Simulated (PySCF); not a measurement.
# Electron correlation in Ge⁺ (germanium, charge +1)

[Ar] 3d10 4s2 4d1, 2D determinant (an excited configuration). Computed with PySCF 2.14 in aug-cc-pwCVTZ-PP with ECP10MDF (8s7p6d4f1g, 96 functions), with a scalar-relativistic core potential. Frozen: 3s2 3p6 3d10; 3 electrons correlated.

MP2 pair energies summed by pair of shells (mhartree):

| pair | energy | share (%) |
| --- | --- | --- |
| 4s-4s | -29.51 | 68.6 |
| 4s-4d | -13.52 | 31.4 |

Total MP2 correlation energy: -43.03 mhartree.

Same-spin part -3.93 and opposite-spin part -39.10 mhartree; SCS-MP2 scales them by 1/3 and 6/5 to -48.23 mhartree.
